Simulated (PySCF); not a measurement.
C₂H₅FN₂Si, SMILES N[Si@@H]1C=N[C@@H]1F. The structure is a stationary point at PBE-D3(BJ)/def2-SVP. The structure was generated by enumeration; whether it is a known compound was not checked. Other conformers were not sampled.

Computed equilibrium geometry at PBE-D3(BJ)/def2-SVP (PySCF confirms it by a frequency run) as a Z-matrix (one conformer of several):
```
Si
N 1 1.7267
H 2 1.0206 1 121.31
H 2 1.0218 3 112.10 1 154.94
H 1 1.5089 2 105.47 3 -18.39
C 1 1.9082 5 119.95 2 136.73
N 6 1.3015 1 97.34 5 116.95
H 6 1.1095 7 120.23 1 179.68
C 7 1.4847 6 103.76 8 177.27
F 9 1.3856 7 110.75 6 119.69
H 9 1.1147 10 107.94 7 -120.10
```
